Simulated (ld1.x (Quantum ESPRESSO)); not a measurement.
## Which change was made? (Ru, ultrasoft)

Ru, ultrasoft, made with ld1.x (Quantum ESPRESSO) 7.5 (LDA (PZ), fully relativistic). Core [Kr], reference 4d7 5s0 5p0 (charge +1). Waves: 5s (bound, empty): rcut 2.45, rcutus 2.75 bohr; 5s channel at 4.05 Ry: rcut 2.45, rcutus 2.75 bohr; 5p (bound, empty): rcut 3.20, rcutus 4.10 bohr; 5p channel at 1.55 Ry: rcut 3.20, rcutus 4.10 bohr; 4d (bound): rcut 1.70, rcutus 2.30 bohr; 4d channel at 0.15 Ry: rcut 1.70, rcutus 2.30 bohr. Local part: all-electron potential smoothed inside 2.80 bohr (lloc = -1). Core correction: none. Augmentation charge: built from norm-conserving waves at rcut, not smoothed further.

Open shells are filled in proportion to 2j + 1 (rel_dist='average').

Cutoffs, loose and tight: the cutoffs (Ry, on a coarse ladder) from which the occupation-weighted sum of valence levels, in a spherical-Bessel basis at the reference potential, stays within 10 and 1 mRy of its value at 400 Ry. They do not see the model core or the augmentation charge, which bear on the density cutoff. Test errors are all-electron minus pseudo excitation energies from the reference, over the configurations 4d7 5s1 5p0; 4d6 5s0 5p0; 4d5 5s0 5p0; 4d7 5s0 5p1; 4d6 5s2 5p0; 4d6 5s1 5p1; 4d4 5s0 5p0; variants that change the core or the reference have their own tests. The largest error is taken over the tests solved by every variant that gives reliable tests at all, those not shown here included: 4d4 5s0 5p0; 4d5 5s0 5p0; 4d6 5s0 5p0; 4d6 5s1 5p1; 4d6 5s2 5p0; 4d7 5s1 5p0.

The base gives: outcome: generated; cutoff, loose: 18 Ry; cutoff, tight: 35 Ry; bound ghosts: s, p1/2, p3/2; largest test error (meV): -423.

(1) After one change the result is: outcome: generated, overlap not positive; bound ghosts: not determined (overlap not positive); largest test error (meV): -318. Which change was it?
A. type TM; waves now 5s (bound): rc 2.75 bohr; 4d (bound): rc 2.30 bohr; 5p (bound): rc 4.10 bohr; local potential the p channel
B. scalar-relativistic
C. core correction a·sin(br)/r model core inside 2.76 bohr
D. reference 4d7 5s0 5p1
E. waves 4d (bound): rcut 1.70, rcutus 2.16 bohr; 4d channel at 0.15 Ry: rcut 1.70, rcutus 2.16 bohr

Answers

(1) D. The others give: core correction a·sin(br)/r model core inside 2.76 bohr → outcome: generated; cutoff, loose: 18 Ry; cutoff, tight: 35 Ry; bound ghosts: s, p1/2, p3/2; largest test error (meV): -533 | type TM; waves now 5s (bound): rc 2.75 bohr; 4d (bound): rc 2.30 bohr; 5p (bound): rc 4.10 bohr; local potential the p channel → outcome: generated; cutoff, loose: 40 Ry; cutoff, tight: 45 Ry; bound ghosts: none; largest test error (meV): -1302 | scalar-relativistic → outcome: generated; cutoff, loose: 18 Ry; cutoff, tight: 35 Ry; bound ghosts: s, p; largest test error (meV): -431 | waves 4d (bound): rcut 1.70, rcutus 2.16 bohr; 4d channel at 0.15 Ry: rcut 1.70, rcutus 2.16 bohr → outcome: generated; cutoff, loose: 21 Ry; cutoff, tight: 40 Ry; bound ghosts: s, p1/2, p3/2; largest test error (meV): -408. A file whose overlap is not positive is unfit for use, and its test errors describe a broken file.
